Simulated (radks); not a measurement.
Question: All-electron atom: the osmium ion Os2+ in [Xe] 4f12 5d6 6s2 (not the ground configuration). Calculated with a radial shooting solver on a logarithmic mesh with Libxc functionals: scalar-relativistic Kohn-Sham, r2SCAN, spin-polarised, spherical densities, finite nucleus; open shells are filled with parallel spins first (spin-orbit coupling, left out, can overturn this in heavy ions); meta-GGA in the generalised Kohn-Sham scheme; Fermi nuclear charge, rms radius 5.4126 fm. Some entries of the table are withheld. Estimate them.

| orbital | occ. | eigenvalue (hartree) | <r> (bohr) | <r^2> (bohr^2) |
|---|---|---|---|---|
| 1s down | 1 | -2719.085 | 0.01774 | 0.0004336 |
| 1s up | 1 | -2719.085 | 0.01774 | 0.0004336 |
| 2s up | 1 | -476.0920 | 0.07490 | 0.006643 |
| 2s down | 1 | -476.0733 | 0.07489 | 0.006642 |
| 2p up | 3 | -414.7330 | 0.06729 | 0.005535 |
| 2p down | 3 | -414.7180 | 0.06729 | 0.005535 |
| 3s up | 1 | -112.7353 | 0.1937 | 0.04293 |
| 3s down | 1 | -112.6634 | 0.1937 | 0.04290 |
| 3p up | 3 | -94.63787 | 0.1945 | 0.04386 |
| 3p down | 3 | -94.56392 | 0.1944 | 0.04382 |
| 3d up | 5 | -74.35964 | 0.1763 | 0.03642 |
| 3d down | 5 | -74.29555 | 0.1762 | 0.03638 |
| 4s up | 1 | -25.47834 | 0.4299 | 0.2084 |
| 4s down | 1 | -25.34477 | 0.4302 | 0.2087 |
| 4p up | 3 | -19.47860 | 0.4562 | 0.2364 |
| 4p down | 3 | -19.35055 | 0.4565 | 0.2367 |
| 4d up | 5 | -11.99828 | 0.4833 | 0.2699 |
| 4d down | 5 | -11.86936 | 0.4837 | 0.2703 |
| 5s up | 1 | -4.72235 | 0.9803 | 1.077 |
| 5s down | 1 | -4.58182 | 0.9764 | 1.068 |
| 4f up | 7 | (1) | 0.5306 | 0.3416 |
| 4f down | 5 | (2) | 0.5311 | 0.3420 |
| 5p up | 3 | -3.11260 | 1.119 | (3) |
| 5p down | 3 | -2.96008 | 1.114 | (4) |
| 5d up | 5 | -1.21951 | 1.488 | 2.556 |
| 5d down | 1 | -1.06827 | 1.523 | 2.709 |
| 6s up | 1 | -0.92266 | 2.384 | (5) |
| 6s down | 1 | -0.86083 | 2.510 | (6) |

Answer: 
(1) 4f up eigenvalue (hartree): -3.69460
(2) 4f down eigenvalue (hartree): -3.55863
(3) 5p up <r^2> (bohr^2): 1.411
(4) 5p down <r^2> (bohr^2): 1.401
(5) 6s up <r^2> (bohr^2): 6.363
(6) 6s down <r^2> (bohr^2): 7.038
